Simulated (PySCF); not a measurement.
CH8FNSi2.
SMILES: `C[Si@@](N)(F)[SiH3]`

Torsions of this conformer, `[CH3:1][Si@@:2]([NH2:3])([F:4])[SiH3:5]`: H–N3–Si2–C1 -173°, H–N3–Si2–C1 41°.

The closed-shell ground state was solved at several levels (PySCF, density fitting, gas phase, non-relativistic). Geometry: PBE0-D3(BJ)/def2-SVP, one conformer, isolated molecule.

```
          level  basis functions  HOMO (eV)  LUMO (eV)  gap (eV)  dipole (D)
B3LYP/def2-TZVP              215      -7.63       0.00      7.63        1.93
  B3LYP/cc-pVTZ              270      -7.58       0.10      7.68        1.94
```

**Question.** Estimate the row for B3LYP/6-31G*, a basis of 94 functions; the other rows only guide the guess.

**Answer.** HOMO -7.31 eV, LUMO 0.55 eV, gap 7.86 eV, dipole 2.01 D.

**Question.** Over all these levels, which gives the widest orbital gap and which the narrowest?

**Answer.** B3LYP/6-31G* has the widest, 7.86 eV, and B3LYP/def2-TZVP the narrowest, 7.63 eV. From the narrowest to the widest the HOMO moves by +0.32 eV and the LUMO by +0.55 eV.

**Question.** How much does the basis alone move the frontier levels among the 3 B3LYP rows (the withheld one included)?

**Answer.** The HOMO by 0.32 eV and the LUMO by 0.55 eV. By rising basis size (HOMO, LUMO in eV): 6-31G* -7.31, 0.55; def2-TZVP -7.63, 0.00; cc-pVTZ -7.58, 0.10.

**Question.** How far do the dipole and the HOMO energy spread over the levels?

**Answer.** The dipole runs from 1.93 to 2.01 D (mean 1.96 D) and the HOMO from -7.63 to -7.31 eV.
